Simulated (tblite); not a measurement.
Species: C₂H₁₀BrClSi₄.
Numbering: `[CH3:1][CH2:2][Si@@:3]1([Br:4])[SiH2:5][SiH2:6][Si@H:7]1[Cl:8]` (hydrogens: H9, H10, H11 on C1; H12, H13 on C2; H14, H15 on Si5; H16, H17 on Si6; H18 on Si7)

Computed with GFN2-xTB (tblite), gas phase: L-BFGS steps from a force-field or distance-geometry start until the largest atomic force falls under 0.01 eV/Å.

Step 40: E = -679.2363 eV
```
atom  x, y, z in Å  |  force x, y, z in eV/Å
C1     -2.4430   -0.7893    0.2609   -0.014  -0.016   0.021
C2     -2.0083    0.3369   -0.6659   -0.030   0.009  -0.011
Si3    -0.1041    0.4130   -0.8580    0.055   0.010  -0.026
Br4     0.1523    1.0268   -3.0603    0.016   0.011   0.057
Si5     1.2043    1.8269    0.5613    0.004   0.018   0.014
Si6     2.7384    0.0602    0.8650    0.029  -0.002   0.004
Si7     1.3734   -1.4103   -0.3931   -0.019  -0.015  -0.017
Cl8     0.4834   -2.7723    0.8720    0.001  -0.014  -0.014
H9     -2.2083   -1.7584   -0.1722    0.019  -0.018   0.011
H10    -1.9423   -0.7198    1.2242    0.000   0.011   0.025
H11    -3.5166   -0.7500    0.4341   -0.021  -0.009   0.007
H12    -2.3731    1.2839   -0.2621    0.017   0.052   0.015
H13    -2.4982    0.2116   -1.6329   -0.005  -0.030  -0.059
H14     1.7027    3.0794   -0.0159   -0.019  -0.016  -0.005
H15     0.4775    2.2637    1.7615   -0.020   0.009  -0.002
H16     3.0053   -0.3432    2.2514   -0.010   0.007  -0.011
H17     4.0731    0.2953    0.3045    0.002  -0.002  -0.016
H18     1.8748   -2.2484   -1.4861   -0.005  -0.006   0.008
```

Step 41: E = -679.2370 eV
```
atom  x, y, z in Å  |  force x, y, z in eV/Å
C1     -2.4472   -0.7892    0.2636   -0.017  -0.009   0.016
C2     -2.0092    0.3332   -0.6675   -0.033   0.006  -0.007
Si3    -0.1053    0.4120   -0.8555    0.062   0.019  -0.035
Br4     0.1588    1.0337   -3.0563    0.010   0.006   0.068
Si5     1.2049    1.8256    0.5635   -0.007   0.048   0.014
Si6     2.7397    0.0608    0.8622    0.051  -0.008   0.017
Si7     1.3732   -1.4075   -0.3942   -0.002  -0.035  -0.039
Cl8     0.4881   -2.7722    0.8684   -0.012  -0.026   0.001
H9     -2.2129   -1.7617   -0.1634    0.022   0.003   0.009
H10    -1.9491   -0.7161    1.2286   -0.012   0.015   0.010
H11    -3.5218   -0.7474    0.4317   -0.006  -0.010   0.015
H12    -2.3739    1.2833   -0.2702    0.010   0.038   0.019
H13    -2.4961    0.2042   -1.6356   -0.006  -0.035  -0.056
H14     1.7014    3.0775   -0.0183   -0.022  -0.025   0.000
H15     0.4818    2.2660    1.7655   -0.015   0.004  -0.011
H16     3.0067   -0.3449    2.2480   -0.012   0.008  -0.010
H17     4.0764    0.2947    0.3051   -0.005   0.000  -0.019
H18     1.8757   -2.2457   -1.4872   -0.006   0.000   0.008
```

Step 42: E = -679.2378 eV
```
atom  x, y, z in Å  |  force x, y, z in eV/Å
C1     -2.4517   -0.7892    0.2668   -0.013   0.007   0.003
C2     -2.0106    0.3294   -0.6694   -0.021   0.003  -0.005
Si3    -0.1055    0.4111   -0.8538    0.041   0.024  -0.026
Br4     0.1676    1.0422   -3.0508    0.003   0.003   0.068
Si5     1.2053    1.8249    0.5662   -0.015   0.058   0.013
Si6     2.7415    0.0613    0.8594    0.056  -0.012   0.021
Si7     1.3728   -1.4054   -0.3961    0.017  -0.043  -0.048
Cl8     0.4928   -2.7731    0.8642   -0.023  -0.035   0.015
H9     -2.2169   -1.7654   -0.1532    0.022   0.029   0.006
H10    -1.9566   -0.7117    1.2337   -0.025   0.021  -0.010
H11    -3.5276   -0.7454    0.4294    0.012  -0.012   0.021
H12    -2.3740    1.2834   -0.2784    0.002   0.008   0.016
H13    -2.4946    0.1961   -1.6391   -0.001  -0.035  -0.035
H14     1.6991    3.0755   -0.0211   -0.021  -0.025   0.003
H15     0.4853    2.2691    1.7691   -0.011  -0.001  -0.017
H16     3.0083   -0.3465    2.2444   -0.014   0.006  -0.002
H17     4.0795    0.2934    0.3052   -0.007   0.003  -0.024
H18     1.8764   -2.2436   -1.4883   -0.004   0.002   0.001
```

Q: Estimate the geometry and energy of step 43. (The exact step hangs on the optimiser's Hessian estimate; all steps are aligned on step 42, rigid shifts and turns removed.)

A: E = -679.2385 eV, largest force 0.057 eV/Å
```
atom  x, y, z in Å  |  force x, y, z in eV/Å
C1     -2.4553   -0.7891    0.2695   -0.002   0.024  -0.012
C2     -2.0121    0.3266   -0.6711    0.002   0.001  -0.007
Si3    -0.1048    0.4107   -0.8532    0.006   0.020  -0.001
Br4     0.1760    1.0498   -3.0454   -0.002   0.004   0.055
Si5     1.2052    1.8255    0.5686   -0.015   0.036   0.007
Si6     2.7435    0.0616    0.8576    0.036  -0.012   0.013
Si7     1.3726   -1.4048   -0.3983    0.028  -0.035  -0.035
Cl8     0.4957   -2.7751    0.8607   -0.028  -0.036   0.020
H9     -2.2187   -1.7679   -0.1445    0.020   0.045   0.001
H10    -1.9626   -0.7078    1.2377   -0.032   0.028  -0.021
H11    -3.5320   -0.7448    0.4282    0.022  -0.012   0.023
H12    -2.3733    1.2841   -0.2842   -0.006  -0.023   0.007
H13    -2.4942    0.1899   -1.6422    0.008  -0.030  -0.005
H14     1.6961    3.0742   -0.0234   -0.015  -0.014   0.001
H15     0.4866    2.2722    1.7713   -0.010  -0.003  -0.016
H16     3.0098   -0.3474    2.2416   -0.012   0.003   0.009
H17     4.0819    0.2918    0.3043   -0.002   0.007  -0.028
H18     1.8766   -2.2431   -1.4890    0.002  -0.004  -0.013
```

The energy changes by -0.0007 eV. The first-order estimate −F·Δx gives -0.0010 eV and the mean of the old and new forces, exact on a quadratic surface, -0.0007 eV. The step makes an angle of 76° with the force vector and moves no atom by more than 0.013 Å.

What follows is the cost of the whole relaxation. Time: 4.0 s of wall time. Hardware: one thread of an Arm Neoverse N1, shared host.
